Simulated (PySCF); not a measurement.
**Energy of Sc (scandium, neutral) between two integer charges**

The 4s beta orbital of [Ar] 3d1 4s2 is emptied in steps (occupation f), with all orbitals relaxed, ending at [Ar] 3d1 4s1. Calculation: PySCF 2.14, in aug-cc-pVTZ-DK (8s7p5d3f2g, 93 functions); the spin-free X2C one-electron Hamiltonian (Gaussian nucleus). The exact energy is a straight line in f; departures are measured from the line between the end points of the same method.

Question: Among PBE0, r2SCAN, LC-wPBE, which shows the largest delocalisation error (convex curve), and which is closest to linear?

Answer: Most convex: r2SCAN (-0.496 eV at f = 0.5); closest to linear: LC-wPBE (0.086 eV).

```csv
f,PBE0 (eV),r2SCAN (eV),LC-wPBE (eV)
1,0.000,0.000,0.000
0.75,-0.320,-0.390,0.055
0.5,-0.419,-0.496,0.086
0.25,-0.297,-0.329,0.080
0,0.000,0.000,0.000
```

```csv
method,E(f=0) − E(f=1) (eV),−ε at f=1 (eV),−ε at f=0.5 (eV)
PBE0,6.318,4.602,6.365
r2SCAN,6.121,3.996,6.261
LC-wPBE,6.069,6.334,6.138
```

As f goes to zero the orbital energy of a semilocal functional can turn back, because the density of that orbital vanishes from the exchange-correlation potential.

Reference removal energy between the ground levels: 6.561 eV (measured; NIST Atomic Spectra Database, ionization energies). The calculation has no spin-orbit coupling.
